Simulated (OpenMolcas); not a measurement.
# Rh+: effect of the active space

- Program: OpenMolcas
- Method: XMS-CASPT2, IPEA 0.25 Eh, imaginary shift 0.1 Eh
- Basis: ANO-RCC-VTZP
- Scalar Hamiltonian: DKH2, point nucleus
- Spin-orbit coupling: state interaction with AMFI integrals over the reference wave functions, term energies averaged over their components

A. 8 electrons in 5 orbitals (4d); 2S+1 = 3 even, 10 roots; 2S+1 = 1 even, 15 roots; closed shells correlated: 4s 4p; CASPT2 step of the order of 1.8 core-seconds
B. 8 electrons in 6 orbitals (4d 5s); 2S+1 = 3 even, 55 roots; 2S+1 = 5 even, 10 roots kept (CI in the orbitals of an earlier block); 2S+1 = 1 even, 43 roots kept (CI in the orbitals of an earlier block); closed shells correlated: 4s 4p; CASPT2 step about 26 core-seconds

Energies in cm-1 above 4d8 3F4, the measured ground level; measured values from NIST Handbook of Basic Atomic Spectroscopic Data.

```csv
Level,A,B,Measured
4d8 3F4,0.0,0.0,0.0
4d8 3F3,2370,2510,2401
4d8 3F2,3580,3780,3581
4d8 3P2 [55 %],8800,8500,8164
4d8 3P1,11340,10730,10515
4d8 3P0,11590,11000,10761
4d8 1D2 [53 %],12020,12250,
4d8 1G4,15560,15750,14855
```

Deviations, from unrounded energies. A percentage is the sum of absolute deviations over the sum of measured energies, with the sign that they share, or ± where signs differ.

```json
{"Against measurement": "mean absolute deviation (cm-1)", "Levels": "6", "A": "500", "B": "330"}
{"Against measurement": "fine structure of the ground term (%)", "Levels": "2", "A": "-0.5", "B": "+5.2"}
{"Against measurement": "other terms of the ground configuration (%)", "Levels": "4", "A": "+6.7", "B": "+3.8"}
```

B lies closest to measurement on these levels. The largest miss of B in the table is 4d8 1G4, by +890 cm-1. The ranking rests on the paired levels alone, and a cruder setting can come out closer through cancelling errors.

The two smallest mean deviations differ by little beside CASPT2's spread within terms, so their order carries little weight.

Between A and B the level of the table that moves most is 4d8 3P1, by 610 cm-1 (lowest in B, highest in A). Moves below CASPT2's spread within the term are not significant.

CASPT2 breaks the degeneracy within a term, and the mean is taken; among the terms shown or strongly mixed into the levels shown the widest spread is 1900 cm-1 (4d8 3F, B). Configurations with an s electron lie low at this charge and mix in, so terms can be misplaced (holds for A). The CASPT2 spread within a term exceeds the gap to the next term for 4d8 1D and 4d8 3P, so the order of their levels is uncertain, and so are names and mixing where such terms share a J (holds for A). Terms from blocks run as CI alone lack orbitals of their own (holds for B). Computed and measured levels are paired by configuration, term and J; levels that our copy of the source lacks, or whose pairing is in doubt (as where it misses far off the trend of its configuration), stay unpaired and out of the deviations. Only configurations of the active space appear. The table leaves out levels that lie high or whose names do not pair safely across all columns.

A share in square brackets marks a mixed level and gives the weight of the term that names it, the lowest over the columns.
